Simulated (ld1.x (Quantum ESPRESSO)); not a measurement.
# Which change was made? (W, PAW)

tungsten (W), PAW, made with ld1.x (Quantum ESPRESSO) 7.5 (LDA (PZ), scalar-relativistic). Core [Kr] 4d10 4f14 5s2, reference 5p6 5d4 6s1.75 6p0 (charge +0.25). Waves: 6s (bound): rcut 2.25, rcutus 2.50 bohr; 6s channel at 0.7 Ry: rcut 2.25, rcutus 2.50 bohr; 5p (bound): rcut 1.65, rcutus 2.05 bohr; 6p (bound, empty): rcut 1.65, rcutus 2.05 bohr; 5d (bound): rcut 1.25, rcutus 1.55 bohr; 5d channel at 0.05 Ry: rcut 1.25, rcutus 1.55 bohr. Local part: all-electron potential smoothed inside 1.65 bohr (lloc = -2). Core correction: a·sin(br)/r model core inside 0.95 bohr. Augmentation charge: BESSEL, radius 0.90 bohr.

Cutoffs, loose and tight: the cutoffs (Ry, on a coarse ladder) from which the occupation-weighted sum of valence levels, in a spherical-Bessel basis at the reference potential, stays within 10 and 1 mRy of its value at 400 Ry. They do not see the model core or the augmentation charge, which bear on the density cutoff. Test errors are all-electron minus pseudo excitation energies from the reference, over the configurations 5p6 5d4 6s2 6p0; 5p6 5d4 6s1 6p0; 5p6 5d4 6s0 6p0; 5p6 5d5 6s1 6p0; 5p6 5d4 6s1.5 6p0; 5p6 5d4 6s0 6p1; 5p6 5d3 6s2 6p1 (two spin-polarised tests are not counted in the largest error); variants that change the core or the reference have their own tests. The largest error is taken over the tests solved by every variant that gives reliable tests at all, those not shown here included: 5p6 5d4 6s0 6p0; 5p6 5d4 6s1 6p0; 5p6 5d4 6s2 6p0.

The base gives: outcome: generated; cutoff, loose: 40 Ry; cutoff, tight: 50 Ry; bound ghosts: s; largest test error (meV): -3.4.

Q: After one change the result is: outcome: generated; cutoff, loose: 40 Ry; cutoff, tight: 50 Ry; bound ghosts: none; largest test error (meV): -7.4. Which change was it?
A. local potential all-electron potential smoothed inside 2.00 bohr (lloc = -2)
B. local potential all-electron potential smoothed inside 2.46 bohr (lloc = -2)
C. local potential all-electron potential smoothed inside 1.40 bohr (lloc = -2)
D. local potential all-electron potential smoothed inside 1.06 bohr (lloc = -2)

A: B. The others give: local potential all-electron potential smoothed inside 1.06 bohr (lloc = -2) → outcome: generated, overlap not positive; bound ghosts: s (p not tested, overlap not positive); largest test error (meV): -3.2 | local potential all-electron potential smoothed inside 1.40 bohr (lloc = -2) → outcome: generated, overlap not positive; bound ghosts: s (p not tested, overlap not positive); largest test error (meV): -6.0 | local potential all-electron potential smoothed inside 2.00 bohr (lloc = -2) → outcome: generated; cutoff, loose: 40 Ry; cutoff, tight: 50 Ry; bound ghosts: none; largest test error (meV): -6.4. A file whose overlap is not positive is unfit for use, and its test errors describe a broken file.
